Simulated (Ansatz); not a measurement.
Species: H9BSi3, SMILES `[SiH3]B([SiH3])[SiH3]` (charge 0, multiplicity 1).

Task: Give a relaxed geometry from PBE0-D4/def2-TZVP in Ansatz (a first-principles code).

Result: the end point of this relaxation (outside a Z-matrix the atoms follow the SMILES, hydrogens last).
Cartesian coordinates (Å) in one orientation:
```xyz
13

Si     0.092     1.919    -0.433
B     -0.004    -0.016     0.062
Si     1.698    -1.024     0.351
Si    -1.794    -0.901     0.148
H     -1.064     2.412    -1.231
H      1.353     2.316    -1.118
H      0.057     2.602     0.899
H      1.592    -2.176     1.286
H      2.023    -1.557    -1.008
H      2.833    -0.162     0.783
H     -1.869    -2.090     1.041
H     -2.027    -1.360    -1.257
H     -2.896     0.035     0.506
```
